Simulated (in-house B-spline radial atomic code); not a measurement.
Relativistic effects in Se5+, [Ar] 3d10 4s1: non-relativistic Hartree-Fock (point nucleus) against Dirac-Hartree-Fock (Fermi nucleus of rms radius 4.14 fm), both averages of the configuration, computed with a B-spline radial code for spherical atoms.

| orbital | ε NR (Eh) | ε Dirac (Eh) | <r> NR (bohr) | <r> Dirac (bohr) | change of <r> (%) |
| --- | --- | --- | --- | --- | --- |
| 1s1/2 | -463.46 | -470.97 | 0.04498 | 0.04406 | -2.0 |
| 2s1/2 | -63.212 | ? | 0.1993 | ? | ? |
| 2p1/2 | -56.818 | -58.272 | 0.1727 | 0.1685 | -2.5 |
| 2p3/2 | -56.818 | -56.722 | 0.1727 | 0.1722 | -0.3 |
| 3s1/2 | -11.434 | ? | 0.5812 | ? | ? |
| 3p1/2 | -9.1631 | -9.3937 | 0.5909 | 0.5799 | -1.9 |
| 3p3/2 | -9.1631 | -9.1645 | 0.5909 | 0.5895 | -0.2 |
| 3d3/2 | -5.1567 | -5.1366 | 0.6133 | 0.6128 | -0.1 |
| 3d5/2 | -5.1567 | -5.1007 | 0.6133 | 0.6168 | +0.6 |
| 4s1/2 | -2.9289 | -2.9721 | 1.589 | 1.566 | -1.4 |

Q: What happens to 3s1/2?

A: Its energy goes to -11.734 hartree and <r> to 0.5708 bohr (-1.78 %).

Q: What happens to 2s1/2?

A: Its energy goes to -64.923 hartree and <r> to 0.195 bohr (-2.16 %).

Q: What explains the pattern of contraction and expansion?

A: Expansion is seen in 3d5/2. The s and p1/2 orbitals contract directly, screen the nucleus better, and so push out orbitals that have little density near the nucleus; spin-orbit coupling adds to this for j = l + 1/2 and opposes it for j = l - 1/2.

Q: By how much does the total energy change?

A: By -28.706 hartree, from -2393.743 to -2422.449.
